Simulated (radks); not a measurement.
Problem. Re5+, configuration [Xe] 4f14 5d2. Method: scalar-relativistic Kohn-Sham, LDA (Slater exchange, VWN5 correlation), spin-polarised, spherical densities, finite nucleus; open shells are filled with parallel spins first (spin-orbit coupling, left out, can overturn this in heavy ions); Fermi nuclear charge, rms radius 5.3698 fm; computed with a radial shooting solver on a logarithmic mesh with Libxc functionals. Some entries of the table are withheld. Estimate them.

orbital,occ.,eigenvalue (hartree),<1/r> (bohr^-1),<r> (bohr)
1s down,1,-2632.659,88.65,0.01805
1s up,1,-2632.659,88.65,0.01805
2s up,1,-458.4062,20.74,0.07627
2s down,1,-458.4012,20.74,0.07627
2p up,3,-400.6135,18.75,0.06836
2p down,3,-400.6093,18.75,0.06836
3s up,1,-107.8394,7.683,0.1976
3s down,1,-107.8371,7.683,0.1976
3p up,3,-90.79031,7.082,0.1980
3p down,3,-90.78785,7.082,0.1980
3d up,5,-71.39461,6.689,0.1793
3d down,5,-71.39092,6.689,0.1793
4s up,1,-24.25608,3.275,0.4409
4s down,1,-24.25102,3.274,0.4409
4p up,3,-18.65875,2.972,0.4689
4p down,3,-18.65364,2.972,0.4688
4d up,5,-11.62558,2.648,0.5002
4d down,5,-11.61934,2.649,0.5000
5s up,1,-5.36318,1.309,1.024
5s down,1,-5.32127,1.315,1.021
5p up,3,-3.92331,1.121,1.173
5p down,3,-3.87133,1.127,1.168
4f up,7,-3.80957,2.169,(1)
4f down,7,-3.79862,2.173,(2)
5d up,2,-2.23013,(3),1.528
5d down,0,-2.16760,(4),1.529

Solution. 
(1) 4f up <r> (bohr): 0.5776
(2) 4f down <r> (bohr): 0.5755
(3) 5d up <1/r> (bohr^-1): 0.8380
(4) 5d down <1/r> (bohr^-1): 0.8399
